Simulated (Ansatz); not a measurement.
Born–Oppenheimer molecular dynamics of CH7BClN (11 atoms, charge 0, multiplicity 1). It starts at the highest image of a converged band, a first-order saddle point between two minima.

Method: RKS r2SCAN-D4/def2-SVP (Ansatz).

- ensemble: NVE (velocity Verlet)
- time step: 0.5 fs
- steps asked: 200
- starting velocities drawn for: 300 K
- seed: 2351

First frame:

```xyz
11
Properties=species:S:1:pos:R:3
B -0.004 0.058 0.160
N 0.046 0.045 1.667
H -0.726 -0.387 2.171
H 0.942 -0.152 2.112
C 1.341 0.016 -0.626
H 1.620 -1.048 -0.766
H 1.252 0.453 -1.630
H 2.174 0.510 -0.101
H -1.078 -0.207 -0.315
Cl -0.368 2.553 0.614
H -0.145 1.320 1.549
```

Question: How far do the bonds stretch over the last three quarters of this one trajectory? (Pairs bonded in most of those frames.)

Answer: 
```
    bond  mean (Å)  spread (Å)  shortest  longest
   B1–N2     1.415       0.022      1.38     1.47
   B1–C5     1.572       0.025      1.53     1.62
   B1–H9     1.214       0.019      1.19     1.24
   N2–H3     1.015       0.017      0.99     1.05
   N2–H4     1.018       0.014      0.99     1.04
   C5–H6     1.108       0.027      1.07     1.15
   C5–H7     1.105       0.009      1.09     1.12
   C5–H8     1.104       0.006      1.09     1.12
Cl10–H11     1.316       0.058      1.22     1.42
```

Mean temperature of the second half: 488 K. The conserved energy stayed within 0.15 meV per atom of its start (net change 0.079 meV per atom), so the integration is sound. The kinetic energy rose, since the run started high on the potential surface and went downhill. It ends in pieces (CH6BN + ClH), so much of that is their flight and rotation, not heat. A run of 0.1 ps of so small a system gives no equilibrium averages. The orbitals stay closed-shell, which can raise the energy where a bond breaks towards radicals; this wasn't checked here.

Run time: 4.9 min on 4 threads of Arm Neoverse V1, with other jobs on the host, peak memory 0.15 GiB.
